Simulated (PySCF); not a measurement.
Worked example for `C=Cc1coc(C=C)c1` (C8H8O): deprotonation at atom C4

Atom numbers as in the mapped SMILES `[CH2:1]=[CH:2][c:3]1[cH:4][o:5][c:6]([CH:7]=[CH2:8])[cH:9]1`.

Energies: M06-2X/ma-def2-SVP (PySCF, density fitting, integration grid level 3) on BP86-D3(BJ)/def2-SVP structures. Zero-point and thermal terms (298.15 K, 1 bar) come from unscaled GFN2-xTB harmonic frequencies, with soft modes damped to free rotors in the entropy. These were taken at the GFN2-xTB minima.

Step: `C=Cc1coc(C=C)c1` → `C=Cc1[c-]oc(C=C)c1` + H⁺.

```csv
species,charge,multiplicity,E / Eh
C=Cc1coc(C=C)c1,0,1,-384.381168
C=Cc1[c-]oc(C=C)c1,-1,1,-383.768749
```

Thermal terms, products less reactant: Δ(H − E) = -31.73 kJ/mol, Δ(G − E) = -63.83 kJ/mol (the bare proton has no electronic energy, H = 5/2 RT). 1 Eh = 2625.50 kJ/mol.

What are ΔE, ΔH and ΔG of this step?

ΔE = 0.612419 Eh = 1607.91 kJ/mol; ΔH = 1576.2 kJ/mol; ΔG = 1544.1 kJ/mol, all in the gas phase at 298.15 K and 1 bar. The digits show the arithmetic; the method itself can be off by 10 kJ/mol or more.

Caveats: structures of the anions come from def2-SVP, which lacks diffuse functions; ma-def2-SVP is a small basis, whose errors can reach tens of kJ/mol; C1 is not listed: the run failed or kept an imaginary mode, or the ion rearranged or equalled another.
